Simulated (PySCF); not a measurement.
Labels have come off several samples. The candidates:

A. `c1cc(C2CC2)n2nncc2c1`
B. SMILES C#Cc1cccpc1N(C)C
C. `Cc1cccc(-n2cnnc2)c1`

Spectrum 1. 13C{1H} NMR (computed): δ 146.9 (C), 143.3 (CH), 140.8 (C), 135.9 (CH), 133.7 (CH), 126.6 (CH), 122.7 (CH), 24.1 (CH3).

Spectrum 2. 13C{1H} NMR (computed): δ 150.1 (C), 140.7 (C), 129.3 (CH), 129.3 (CH), 118.8 (CH), 108.8 (CH), 16.1 (CH2), 11.6 (CH).

Spectrum 3. 13C{1H} NMR (computed): δ 194.0 (C), 163.7 (CH), 145.8 (CH), 129.3 (CH), 117.0 (C), 95.3 (CH), 90.4 (C), 45.9 (CH3).

- geometry: GFN2-xTB
- shieldings: GIAO PBE0/pcSseg-1
- code: PySCF
- fast rotation and ring inversion assumed for equivalent nuclei, in vacuum, non-relativistic, a single conformation

Shifts are taken against calculated references (same method and geometry level): 13C (186.93 ppm) against TMS. Splittings of carbon signals by F and P are missing where no couplings were computed. Shifts are as computed. Against solution values, carbons near 30 ppm lie about +3 ppm off and those near 130 ppm about +5 ppm. Of 1211 compounds with measured shifts, 218 miss one by over three times the rms of a fit or turn the order of signals round; such compounds aren't used in these exercises.

**Question.** Match each spectrum to its structure.

**Answer.** 1–C, 2–A, 3–B.

- Spectrum 1 (C): 8 13C signals; δC 140.8 is an aromatic carbon bearing nitrogen; δC 135.9 is an aromatic CH.
- Spectrum 2 (A): 8 13C signals; δC 129.3 is an aromatic CH; δC 16.1 is a three-membered-ring carbon.
- Spectrum 3 (B): 8 13C signals; δC 194.0 is an aromatic carbon bearing nitrogen; δC 129.3 is an aromatic CH.
